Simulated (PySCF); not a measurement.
TeClI, SMILES Cl[Te]I. Atoms are numbered in the order given.

```xyz
3

Te     0.6712    -0.9589     0.0000
Cl    -1.4084    -2.1434     0.0000
I     -0.2068     1.6283     0.0000
```

Geometry: B3LYP-D3(BJ)/def2-SVP. The def2 effective core potentials stand for the cores of I, Te; spin–orbit coupling is left out.

These are HF/def2-TZVPD in PySCF values and carry that method's errors.

Symmetry labels are those of the subgroup Cs that the program uses (full group Cs).

Question: List the valence orbital energies around the gap with their symmetry. (An estimate is asked for; the answer gives what the named calculation found.)

Answer: 
```tsv
orbital	symmetry	energy (eV)
HOMO−7	A'	-21.35
HOMO−6	A'	-13.99
HOMO−5	A'	-13.44
HOMO−4	A"	-13.38
HOMO−3	A'	-11.54
HOMO−2	A"	-11.27
HOMO−1	A'	-10.72
HOMO	A"	-9.02
LUMO	A'	-0.37
LUMO+1	A'	0.13
LUMO+2	A'	1.26
LUMO+3	A'	1.35
```
